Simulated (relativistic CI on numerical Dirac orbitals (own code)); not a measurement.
## Magnetism of Nd2+, 4f4, in a crystal field

Calculated by Dirac-Coulomb-Breit CI, orbitals from a KLI potential per configuration, a model potential for QED, one configuration in a parametric crystal field, unscaled Slater integrals (own radial code). With so little scaling, terms lie 10 to 35 % too far apart, which can change the order of excited levels.

Field parameters in Wybourne normalisation; cubic f-shell fields have B⁴₄ = √(5/14) B⁴₀ and B⁶₄ = −√(7/2) B⁶₀. The field is a parameter set, without covalency.

S is read from ⟨S²⟩ = S(S + 1).

Powder χT (cm³ K mol⁻¹) by Van Vleck's formula, with temperature-independent terms:

```
                                                                          Field      2 K     5 K    10 K    20 K   50 K  100 K  200 K  300 K
   D3d, B20 = 610, B40 = 690, B43 = -420, B60 = -170, B63 = 180, B66 = -40 cm⁻¹    0.163   0.273   0.403   0.572  0.784  0.891  0.975   1.04
D3d, B20 = 1210, B40 = -370, B43 = -870, B60 = -330, B63 = -70, B66 = -250 cm⁻¹    0.223   0.424   0.583   0.708  0.806  0.869  0.957   1.03
             D4h, B20 = 1340, B40 = 1400, B44 = 350, B60 = -320, B64 = 520 cm⁻¹    0.026  0.0649    0.13   0.263  0.617  0.816  0.936   1.02
           D4h, B20 = 1440, B40 = 1390, B44 = -110, B60 = -210, B64 = -400 cm⁻¹   0.0281  0.0704   0.141   0.284  0.646  0.837  0.949   1.03
              D4h, B20 = -880, B40 = 150, B44 = -770, B60 = 260, B64 = 220 cm⁻¹    0.792    0.79   0.768    0.78  0.834  0.893  0.971   1.04
                                                Oh, B40 = -1750, B60 = 520 cm⁻¹  0.00939  0.0235  0.0469  0.0939  0.235   0.46  0.765   0.93
```

(1) For D3d, B20 = 610, B40 = 690, B43 = -420, B60 = -170, B63 = 180, B66 = -40 cm⁻¹: what effective moment follows at 300 K?

Answers

(1) μ_eff = √(8χT) = 2.89 μB. The LS value g√(J(J + 1)) of the free ion's ⁵I4 level is 2.68 μB.
